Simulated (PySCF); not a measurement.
**Basis and Hamiltonian dependence of the ionisation energy of Sc²⁺**

Sc²⁺ [Ar] 3d1 (2D) → Sc³⁺ [Ar] (1S). All values are computed (PySCF 2.14, energy differences of UHF-based or UKS calculations, no spin-orbit coupling). Values in eV.

| basis | Hamiltonian | functions | UHF | r2SCAN | PBE0 | CCSD(T) (valence and next inner shell) |
| --- | --- | --- | --- | --- | --- | --- |
| cc-pVDZ-DK | spin-free X2C | 43 | 24.242 | n/a | n/a | n/a |
| jorge-DZP-DKH | spin-free X2C | 43 | 23.905 | n/a | n/a | n/a |
| x2c-TZVPall | spin-free X2C | 48 | 23.777 | n/a | n/a | n/a |
| pcseg-2 | non-relativistic | 56 | 23.929 | n/a | n/a | n/a |
| x2c-TZVPPall | spin-free X2C | 64 | 23.793 | 25.070 | 25.143 | 23.982 |
| def2-TZVPPD | non-relativistic | 67 | 23.937 | 25.205 | 25.286 | 24.119 |
| aug-cc-pVTZ-DK | spin-free X2C | 93 | 23.834 | 25.097 | 25.173 | n/a |
| aug-cc-pVTZ | non-relativistic | 93 | 23.981 | 25.241 | 25.316 | n/a |
| x2c-QZVPPall | spin-free X2C | 96 | 23.875 | 25.139 | 25.223 | 24.366 |
| aug-cc-pVTZ with one added diffuse shell each of s, p, d, f, g type | non-relativistic | 118 | 23.981 | 25.241 | 25.316 | n/a |
| aug-cc-pwCVTZ | non-relativistic | 127 | 24.004 | 25.261 | 25.324 | n/a |
| aug-cc-pVQZ-DK | spin-free X2C | 140 | 23.859 | 25.124 | 25.186 | n/a |
| aug-cc-pwCVTZ-DK with one added diffuse shell each of s, p, d, f, g type | spin-free X2C | 152 | 23.859 | 25.116 | 25.182 | n/a |

Task: Estimate the row for aug-cc-pwCVTZ-DK (spin-free X2C, 127 functions).

Result: From the rows with the same Hamiltonian and similar size; the calculation gives UHF 23.86; r2SCAN 25.12; PBE0 25.18 (eV).

Frozen in the all-electron rows: valence: [Ar]; valence and next inner shell: [Ne].

At UHF, cc-pVDZ-DK lies more than 0.3 eV from the median of the rows with comparable relativity. Sets contracted for the neutral atom can be stiff in a shell that they treat as core.

Non-relativistic rows lack the scalar-relativistic shift.

Between the lowest levels the reference is 24.757 eV (measured; NIST Atomic Spectra Database, ionization energies); it includes spin-orbit coupling, which these numbers lack.
